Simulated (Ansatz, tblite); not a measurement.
Isomers of Ge2O4⁺ (doublet), found by a short tight-binding search and relaxed with PBE-D4/def2-SVP in Ansatz.

The xTB rows come from tblite. LC-ωPBE has ω = 0.4 bohr⁻¹. Correlated methods freeze 22 core orbitals; core or outer-core shells of Ge are correlated, in sets that lack core-valence functions. In CCSD on the charge 1 doublet the largest single amplitude is 0.29, so its Hartree–Fock determinant may place the open shell otherwise than the density functionals do.

Run but left out: HF/STO-3G (A: ⟨S²⟩ 1.39, where a pure state has 0.75); HF/def2-SVP, HF/def2-TZVP, MP2/def2-SVP, MP2/def2-TZVP (A: a determinant that CCSD turns far, T1 0.053).

A: At CCSD(T)/def2-SVP T1 of the charge 1 doublet is large (up to 0.053), so the single-reference result is doubtful. B: At CCSD(T)/def2-SVP T1 of the charge 1 doublet is large (up to 0.049), so the single-reference result is doubtful.

Other spin states weren't relaxed.

A:

Cartesian coordinates in Å:
```
Ge -1.666 -0.831 0.439
Ge 1.841 0.363 -0.376
O -0.273 -0.056 1.476
O 0.696 0.829 1.094
O -0.969 -0.095 -1.193
O 0.371 -0.210 -1.440
```

B:

```tsv
atom	x (Å)	y (Å)	z (Å)
Ge1	1.255	-1.161	0.122
Ge2	-0.693	1.437	-0.629
O3	-0.721	-1.297	-0.120
O4	-0.153	-0.577	-1.216
O5	0.802	0.892	0.629
O6	-0.490	0.707	1.213
```

C:

Cartesian coordinates in Å:
```
Ge 0.864 0.610 -0.844
Ge -2.791 0.530 -0.681
O 1.149 -0.878 1.176
O 0.925 -1.310 -0.094
O 0.952 0.466 1.211
O -1.099 0.581 -0.768
```

D:

```csv
atom,x (Å),y (Å),z (Å)
Ge1,1.180,1.265,0.866
Ge2,-1.738,0.568,-0.629
O3,-0.856,-1.215,-0.328
O4,0.495,-1.342,-0.342
O5,1.136,-0.740,0.692
O6,-0.217,1.464,-0.259
```

Question: Estimate their order by electronic energy at CAM-B3LYP-D4/def2-TZVP, counted from the lowest.

Answer: D (0.0) < C (24.7) < A (146.7) < B (183.9), in kJ/mol.

Question: Do the other levels pick the same lowest one?

Answer: All that were run do. Energies above each level's lowest (kJ/mol):

```csv
level,A,B,C,D
GFN1-xTB,74.8,178.9,39.4,0.0
GFN2-xTB,82.5,148.0,55.9,0.0
PBE-D4/def2-SVP,108.6,131.2,32.1,0.0
PBE-D4/def2-TZVP,112.6,126.3,27.8,0.0
r2SCAN-D4/def2-TZVP,125.8,141.3,27.9,0.0
PBE0-D4/def2-SVP,133.1,169.6,30.2,0.0
PBE0-D4/def2-TZVP,137.4,164.1,26.1,0.0
r2SCAN0-D4/def2-TZVP,146.3,174.2,26.6,0.0
CAM-B3LYP-D4/def2-TZVP,146.7,183.9,24.7,0.0
LC-ωPBE/def2-TZVP,164.6,189.3,15.3,0.0
CCSD/def2-SVP,162.4,198.3,12.5,0.0
CCSD(T)/def2-SVP,151.5,183.3,12.6,0.0
```
Point groups (tolerance 0.1 Å): A C2, B C2, C Cs, D Cs. Lower isomers may exist.
